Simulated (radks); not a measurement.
Task: Neutral bismuth, [Hg] 6p3. Method: non-relativistic Kohn-Sham, LDA (Slater exchange, Perdew-Wang correlation), spin-polarised, spherical densities, point nucleus; computed with a radial shooting solver on a logarithmic mesh with Libxc functionals. Every spin shell is full or empty, so the densities are truly spherical. Functionals are evaluated on that one density, not self-consistently. Rank these exchange functionals by their error against the exact value of the orbitals, and give that value: LDA, PBE, OPTX, AM05, SOGGA, B86b, APBE, revTPSS, r2SCAN, MS2, MVS.

Result: Exact: -366.035 hartree. From best to worst, with 100 (|E| - |E exact|)/|E exact| (equal figures are ties): B86b -0.02, MVS +0.06, r2SCAN -0.20, APBE +0.22, PBE -0.35, MS2 -0.68, revTPSS -0.91, SOGGA -1.79, OPTX +1.92, AM05 -3.56, LDA -3.75.
